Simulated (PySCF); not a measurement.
# Relaxation of quintet CoF₃

Method: UPBE0 in PySCF with Co def2-SVP, F def2-SVP; no relativity; density-fitted integrals. A (50,194) grid was used.

A hand-made T-shaped start, of C2v symmetry, held to at least that symmetry:

```xyz
4
charge 0 multiplicity 5, angstrom
Co    0.0000    0.0000   -0.3068
F     0.0000    0.0000    1.4432
F     1.7489    0.0000   -0.2457
F    -1.7489    0.0000   -0.2457
```

Task: What forces act on the atoms at the start (eV/Å)?

Result: 
```csv
atom,Fx,Fy,Fz
Co1,0.00,0.00,2.14
F2,0.00,0.00,0.62
F3,-0.56,0.00,-1.38
F4,0.56,0.00,-1.38
```

Task: What does it relax to?

Result: It ends at D3h with Co–F 1.724 Å (×3); F–Co–F 120.0° (×3) (after a last refinement on a finer grid). A frequency run shows a minimum. Other isomers or separated fragments may lie lower.

Task: How much energy is released, and in how many steps?

Result: 120.2 kJ/mol in 8 steps.

Open d and f shells are described by one determinant, and the ground state may have another occupation or spin.
